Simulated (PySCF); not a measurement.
Geometry (Å), atoms numbered from 1 in this order:
```xyz
22

C    -2.475    0.466    0.845
C    -1.413    0.133   -0.197
C    -1.467   -1.345   -0.585
O    -0.164    0.514    0.370
C     0.943    0.543   -0.505
Si    1.966    2.026    0.184
C     1.734   -0.718   -0.502
F     2.529   -0.854   -1.587
C     1.753   -1.603    0.484
F     2.519   -2.707    0.482
H    -2.410    1.515    1.119
H    -3.465    0.259    0.450
H    -2.313   -0.134    1.737
H    -1.584    0.742   -1.102
H    -1.302   -1.969    0.290
H    -2.444   -1.574   -1.001
H    -0.711   -1.583   -1.330
H     0.624    0.744   -1.537
H     2.157    1.751    1.603
H     3.233    2.108   -0.542
H     1.144    3.213   -0.039
H     1.136   -1.504    1.362
```

Isolated molecule, fast rotation and ring inversion assumed for equivalent nuclei, non-relativistic, single conformer. GFN2-xTB geometry; PBE0/pcSseg-1 with gauge-including orbitals; PySCF 2.14.

Referencing at the same level of theory: ¹³C (σ = 186.93 ppm) against TMS.

Q: Do the ¹³C shifts follow the atomic charges (in e)? Tabulate both.

A: 
| atoms | hybridisation | δ (ppm) | σ para (ppm) | Hirshfeld | IAO | Mulliken | ESP-fitted |
| --- | --- | --- | --- | --- | --- | --- | --- |
| C7 | sp2 | 160.4 | -230 | +0.06 | +0.22 | +0.15 | +0.28 |
| C9 | sp2 | 143.5 | -214 | +0.01 | +0.07 | +0.21 | -0.07 |
| C2 | sp3 | 81.7 | -138 | +0.05 | +0.11 | -0.07 | +0.60 |
| C5 | sp3 | 69.2 | -132 | -0.05 | -0.19 | -0.18 | -0.25 |
| C1 | sp3 | 26.4 | -87 | -0.12 | -0.42 | -0.22 | -0.60 |
| C3 | sp3 | 25.3 | -89 | -0.13 | -0.43 | -0.24 | -0.64 |

Correlation coefficients of δ with charge over these carbons: Hirshfeld +0.85, IAO +0.91, Mulliken +0.96, ESP-fitted +0.66; with the paramagnetic shielding -1.00. Among the 4 sp3 carbons alone: Hirshfeld +0.95, IAO +0.95, Mulliken +0.89, ESP-fitted +0.89. With so few points, grouped by hybridisation, these coefficients are fragile. Charge is one influence among several: hybridisation and low-lying excitations act through the paramagnetic term.

Shifts are as computed. Against solution values, carbons near 30 ppm lie about +3 ppm off and those near 130 ppm about +5 ppm. Of 1211 compounds with measured shifts, 218 miss one by over three times the rms of a fit or turn the order of signals round; such compounds aren't used in these exercises.
